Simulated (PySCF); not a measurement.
## Badger's rule along the third period: bonds to Tl

r²SCAN in PySCF with def2-SVPD on every atom (core potentials on Tl), for the lowest determinant that a PBE0 search found; no spin–orbit coupling. Badger's rule says that Re = d + c·k^(−1/3) for bonds between atoms of fixed rows.

| molecule | state (unpaired electrons) | Re (Å) | k (mdyn/Å) |
| --- | --- | --- | --- |
| TlCl | singlet (closed shell) | 2.553 | 1.37 |
| TlS | doublet (π ↑) | 2.636 | ? |
| TlSi | quartet (σ ↑, π ↑↑) | 2.686 | ? |
| TlP | triplet (π ↑↑) | 2.743 | ? |
| AlTl | triplet (σ ↑, π ↑) | 2.931 | 0.447 |

Fix c and d from TlCl and AlTl.

c = (2.931 − 2.553)/(0.447^(−1/3) − 1.37^(−1/3)) = 0.928, d = 2.553 − c·1.37^(−1/3) = 1.718 Å.

Predict k of the others and set the computed values beside them.



```csv
molecule,k by the rule,k computed,difference (%)
TlS,1.03,1.13,-9
TlSi,0.879,0.764,15
TlP,0.741,0.866,-14
```

The rule misses by 13 % on average; it knows nothing of spin state or of how ionic a bond is, and both change along this series.

Spin–orbit coupling is left out, which matters for elements this heavy, above all for dissociation energies. States were picked by a PBE0 search and need not be the measured ground states.
